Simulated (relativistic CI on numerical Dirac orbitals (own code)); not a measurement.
# Pt XVII: sensitivity of the levels to the model

Base calculation: Dirac-Coulomb-Breit CI, separate exchange-only KLI orbitals for each configuration, QED by a radiative potential, unscaled Slater integrals.

CI space (outside the closed core [Kr] 4d10): 4f¹⁴5s², 4f¹⁴5s5p, 4f¹³5s²5p, 4f¹⁴5s5d, 4f¹⁴5s5f, 4f¹³5s²5d, 4f¹⁴5p5d, 4f¹⁴5s5g, 4f¹³5s²6s, 4f¹⁴5p6s, 4f¹⁴5s6s, 4f¹³5s²5f, 4f¹³5s²6p, 4f¹⁴5s6p, 4f¹⁴5p5g, 4f¹⁴5p², 4f¹³5p³, 4f¹³5p²5d, 4f¹⁴5d², 4f¹³5p5d², 4f¹³5d³, 4f¹⁴5f², 4f¹³5p5f², 4f¹³5d5f², 4f¹⁴5p5f, 4f¹³5p²5f, 4f¹³5p5d5f, 4f¹⁴5g², 4f¹³5p5g², 4f¹³5d5g². Double excitations out of closed p, d and f shells are left out; levels of such configurations are missing from the list, as are those of other unlisted configurations, and high levels can miss mixing partners. Some configurations lack a partner that the ground configuration has and come out too high, among them 4f¹³5s²6s, 4f¹³5s²6p, 4f¹³5s²5f.

Variants: (1) configuration mixing switched off. Shifts of the energy above 4f¹⁴5s² ¹S0, in cm⁻¹, for the lowest level and the first level of each name with at least 55 % of one term (blank where a level changes its place among those of its configuration and J or its character, or is not in the variant):

```csv
Level,Base,Δ(1)
4f¹⁴5s² ¹S0,0,0
4f¹⁴5s5p ³P°0,278659,-7616
4f¹³5s²5p ³D3,282595,-4336
4f¹⁴5s5p ³P°1,301126,-6138
4f¹³5s²5p ³G3,310467,-4342
4f¹⁴5s5p ³P°2,449361,-7273
4f¹³5s²5p ³G5,451114,-2828
4f¹³5s²5p ³F4,468955,-2818
4f¹³5s²5p ³D1,470992,-2841
4f¹⁴5s5p ¹P°1,515504,+411
4f¹⁴5p² ³P0,651050,-8575
4f¹⁴5p² ³P1,796883,-6311
4f¹⁴5p² ¹D2,800637,+6811
4f¹⁴5p² ³P2,953894,+15244
4f¹³5s²5d ³P°2,973394,-959
4f¹⁴5s5d ³D1,976610,-7536
4f¹⁴5s5d ³D2,987230,-10584
4f¹³5s²5d ³P°1,1003086,-991
4f¹⁴5s5d ³D3,1005831,-7291
4f¹³5s²5d ³H°4,1008747,-838
4f¹³5s²5d ³H°6,1009290,-926
4f¹⁴5p² ¹S0,1011829,-5277
```

At this charge transitions that keep the count of f electrons are usually good to a few per cent. Levels that differ in their count of f electrons can be misplaced by several ten thousand cm⁻¹, since the correlation energy of f electrons is missing or only estimated; rates across such gaps can be off by orders of magnitude.

Ionisation energy from one configuration of each of the two ions, the ground ones as tabulated or assumed: base 414.605 eV. The NIST ASD value (theoretical) is 392 ± 20 eV. The gap of more than 2 % comes from missing correlation, or from a tabulated value that is itself an estimate.

LS names give the leading component of a level, which can be under half, so a name can repeat, a term be missing and a line seem to break the LS rules.
